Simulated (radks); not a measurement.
Problem. Radial electron density D(r) = 4 pi r^2 rho(r) of an atom or ion with 12 electrons. Method: scalar-relativistic Kohn-Sham, PBE, spin-polarised, spherical densities, point nucleus; computed with a radial shooting solver on a logarithmic mesh with Libxc functionals.

```
   r/bohr * D(r) (the largest magnitude, 18.4, reaches the edge; | marks zero)
 0.008042 |    *
 0.008995 |     *
  0.01014 |       *
  0.01143 |        *
  0.01289 |          *
  0.01442 |             *
  0.01626 |               *
  0.01833 |                  *
   0.0205 |                     *
  0.02312 |                         *
  0.02607 |                             *
  0.02939 |                                  *
  0.03287 |                                      *
  0.03706 |                                          *
  0.04179 |                                              *
  0.04674 |                                                 *
   0.0527 |                                                    *
  0.05942 |                                                      *
    0.067 |                                                      *
  0.07494 |                                                     *
  0.08449 |                                                   *
  0.09526 |                                                *
   0.1066 |                                            *
   0.1201 |                                        *
   0.1355 |                                     *
   0.1527 |                                   *
   0.1708 |                                   *
   0.1926 |                                    *
   0.2172 |                                       *
   0.2429 |                                           *
   0.2739 |                                                *
   0.3088 |                                                   *
   0.3482 |                                                    *
   0.3894 |                                                  *
   0.4391 |                                             *
    0.495 |                                      *
   0.5537 |                               *
   0.6243 |                       *
   0.7039 |                *
   0.7936 |          *
   0.8877 |       *
    1.001 |      *
    1.128 |     *
    1.262 |     *
    1.423 |    *
    1.605 |   *
    1.809 |  *
    2.024 | *
    2.282 |*
    2.572 |*
    2.877 *
    3.244 *
    3.658 *
    4.124 *
    4.613 *
```

What is the nuclear charge?

Solution. Z = 16. The innermost maximum, from 1s, lies near gamma/Z bohr with gamma = sqrt(1 - (Z/c)^2) = 0.993, here 0.0621 bohr (found: 0.0654), and its height grows with Z. The density is that of the sulfur ion S4+ in [Ne] 3s2; the configuration itself is not fixed sharply by these data, and Z only to about a unit. D(r) has 2 maxima, at r = 0.0654, 0.340 bohr, and minima at 0.164 bohr, inside which lie 2.18 electrons.
